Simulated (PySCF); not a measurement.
## 1-bromo-4-fluorobenzene (SMILES Fc1ccc(Br)cc1)

Geometry:
```tsv
atom	x (Å)	y (Å)	z (Å)
F1	-3.140	-0.244	-0.014
C2	-1.812	-0.168	0.007
C3	-1.065	-1.340	0.022
C4	0.325	-1.260	0.045
C5	0.944	-0.010	0.051
Br6	2.828	0.098	0.081
C7	0.187	1.161	0.036
C8	-1.203	1.081	0.013
H9	-1.577	-2.303	0.017
H10	0.928	-2.169	0.057
H11	0.682	2.133	0.041
H12	-1.822	1.980	0.001
```

The calculation used quadratic response CAM-B3LYP/aug-cc-pVDZ first hyperpolarisability, Taylor convention, gas phase in PySCF 2.14.0. Geometry: PBE0-D3(BJ)/def2-SVP.

The calculation is non-relativistic, which matters for the atoms heavier than Zn.

**Question.** Give the tensor of the static β(0;0,0) in the axes of these coordinates.

**Answer.** In au, Taylor convention; rows are the first index (the induced dipole):
```csv
,xx,yy,zz,xy,xz,yz
x,-113.9,-1.0,-35.1,-6.4,-0.7,-0.2
y,-6.4,-0.1,-2.0,-1.0,-0.2,0.0
z,-0.7,0.0,-1.7,-0.2,-35.1,-2.0
```
Norm of βᵢ = ⅓ Σⱼ (βᵢⱼⱼ + βⱼᵢⱼ + βⱼⱼᵢ): 150.3 au, hyper-Rayleigh value 57.6 au.
